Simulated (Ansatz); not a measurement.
The cluster Al6Ir⁺. The state is a singlet with charge 1. Geometry PBE-D4/def2-SVP.

```xyz
7

Ir   -0.9970   -0.6767   -0.5882
Al    0.2767    1.2811    0.2915
Al   -0.2575   -1.1506    1.7834
Al   -0.4705    0.9743   -2.3321
Al    1.3664   -0.7666   -1.4732
Al    2.3293   -0.1777    1.1582
Al   -2.2473    0.5162    1.1605
```

In the def2 sets Ir takes a core potential; there is no spin–orbit coupling. HSE06 is defined as in plane-wave codes, on full-range PBE exchange. The restricted singlet is unstable towards broken spin symmetry in Hartree–Fock (as tested in another run); at PBE-D4/def2-SVP, PBE-D4/def2-TZVP, r2SCAN-D4/def2-TZVP, PBE0-D4/def2-TZVP and others this wasn't settled. Another isomer (singlet) lies 0.21 eV lower at PBE0-D4/def2-TZVP; other spin states weren't run for this one.

(1) Estimate the orbital energies around the gap (eV) in Ansatz with PBE-D4/def2-SVP, PBE-D4/def2-TZVP, r2SCAN-D4/def2-TZVP, PBE0-D4/def2-TZVP, HSE06-D4/def2-TZVP.

## Answers

(1) 
```csv
orbital,PBE-D4/def2-SVP,PBE-D4/def2-TZVP,r2SCAN-D4/def2-TZVP,PBE0-D4/def2-TZVP,HSE06-D4/def2-TZVP
HOMO−5,-10.49,-10.35,-10.57,-11.31,-10.92
HOMO−4,-9.99,-9.87,-10.05,-10.75,-10.36
HOMO−3,-9.64,-9.52,-9.69,-10.29,-9.93
HOMO−2,-9.51,-9.40,-9.53,-10.01,-9.66
HOMO−1,-9.39,-9.30,-9.40,-9.95,-9.61
HOMO,-8.44,-8.34,-8.48,-8.96,-8.61
LUMO,-7.99,-7.88,-7.90,-7.27,-7.62
LUMO+1,-7.62,-7.53,-7.52,-6.92,-7.26
LUMO+2,-7.40,-7.29,-7.29,-6.70,-7.04
LUMO+3,-7.16,-7.09,-7.05,-6.47,-6.82
LUMO+4,-6.60,-6.57,-6.54,-6.01,-6.35
LUMO+5,-6.57,-6.54,-6.50,-5.98,-6.32
```
